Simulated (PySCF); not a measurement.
From one molecule to another.

First species: C5H12ClFSi2.
SMILES: `C([C@@](F)([SiH2]CC=C)Cl)[SiH3]`

Second species: C₈H₁₄F₂.
Numbering: `[CH3:1]/[C:2]([F:3])=[C:4](/[CH2:5][F:6])[C:7]([CH3:8])([CH3:9])[CH3:10]` (hydrogens: H11, H12, H13 on C1; H14, H15 on C5; H16, H17, H18 on C8; H19, H20, H21 on C9; H22, H23, H24 on C10)

Levels: PBE0/pcSseg-1 for dipole moment, HOMO energy, LUMO energy and HOMO–LUMO gap; GFN2-xTB for rotational constant A and rotational constant C. Geometries: GFN2-xTB. Each species is one conformer at its optimised geometry, gas phase, non-relativistic unless stated; the electronic structure was computed with PySCF and density fitting.

The conformers computed, where there is a choice (atom-mapped SMILES and torsion angles):
- `[CH2:1]=[CH:2][CH2:3][SiH2:4][C@@:5]([F:6])([Cl:7])[CH2:8][SiH3:9]`: C1–C2–C3–Si4 108°, C2–C3–Si4–C5 -173°, C3–Si4–C5–F6 66°, Si4–C5–C8–Si9 -173°
- `[CH3:1]/[C:2]([F:3])=[C:4](/[CH2:5][F:6])[C:7]([CH3:8])([CH3:9])[CH3:10]`: C2–C4–C5–F6 118°, C2–C4–C7–C8 -78°

Values for the first species:

* Dipole moment: 2.49 D
* HOMO energy: -7.34 eV
* LUMO energy: -0.18 eV
* HOMO–LUMO gap: 7.16 eV
* Rotational constant A: 1.889 GHz
* Rotational constant C: 0.409 GHz

Problem. Estimate the same properties for the second species, and the change in each.

Solution. 
```
             property      first     second  second less first
        dipole moment     2.49 D     2.43 D            -0.06 D
          HOMO energy   -7.34 eV   -7.04 eV           +0.30 eV
          LUMO energy   -0.18 eV    0.17 eV           +0.35 eV
        HOMO–LUMO gap    7.16 eV    7.21 eV           +0.05 eV
rotational constant A  1.889 GHz  1.462 GHz         -0.427 GHz
rotational constant C  0.409 GHz  0.801 GHz         +0.392 GHz
```

On the first: The dipole matches unit charges of opposite sign 0.52 Å apart (1 e·Å = 4.8032 D).

On the second: In atomic units the dipole is 0.96 e·bohr (1 au = 2.5417 D).
